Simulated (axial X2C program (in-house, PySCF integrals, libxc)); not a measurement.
Spin–orbit effects down a group: molecules with Rb (ions), HF

Computed with an in-house all-electron X2C program for linear molecules (integrals from PySCF), spin-free (one-electron X2C) or two-component (2c: spin–orbit coupling with atomic mean-field Coulomb and Gaunt terms, which also bring small scalar terms), in Dyall basis sets with cores contracted in-house; open shells are unrestricted.

Basis sets: Br dyall-cv3z, Cl dyall-av3z, I dyall-cv3z, Rb dyall-cv3z.

```tsv
molecule	spin-free state	Re (Å)	ωe (cm⁻¹)	De (eV)	2c state	Re 2c (Å)	ωe 2c (cm⁻¹)	De 2c (eV)
RbCl⁺	M_S = 1/2, Λ = 1	3.609	63.6	n/a	Ω = 3/2	3.609	63.6	n/a
RbBr⁺	M_S = 1/2, Λ = 1	3.730	51.9	0.02	Ω = 3/2	3.730	52.0	0.01
RbI⁺	M_S = 1/2, Λ = 1	3.923	48.9	0.06	Ω = 3/2	3.924	49.1	0.06
```

**Question.** Work out the shifts from the spin-free to the two-component result.

**Answer.** 

```json
{"molecule": "RbCl⁺", "2c state": "Ω = 3/2", "ΔRe (Å)": "0.000", "Δωe (cm⁻¹)": "0.0", "ΔDe (eV)": "n/a"}
{"molecule": "RbBr⁺", "2c state": "Ω = 3/2", "ΔRe (Å)": "0.000", "Δωe (cm⁻¹)": "0.1", "ΔDe (eV)": "-0.01"}
{"molecule": "RbI⁺", "2c state": "Ω = 3/2", "ΔRe (Å)": "0.001", "Δωe (cm⁻¹)": "0.2", "ΔDe (eV)": "0.00"}
```

Shifts of one unit in the last digit are rounding.

Fragments in 2c: Rb+ + Cl, Rb+ + Br, I + Rb+. Each entry is the lowest single determinant of a limited PBE0 search at one distance. De goes to single-determinant-based atoms at the same level (for ions the charge split of lowest energy) and is withheld (n/a) where an atom does not fit its ground term or J level. Main or longest-lived isotopes. One determinant is a doubtful description, or other states lie close, for RbCl⁺, RbBr⁺, RbI⁺; these need not be ground states, and all values refer to the states named. Where the atoms have a lower orbital projection than the molecule, De at mean-field level may be about a tenth of an eV too small.
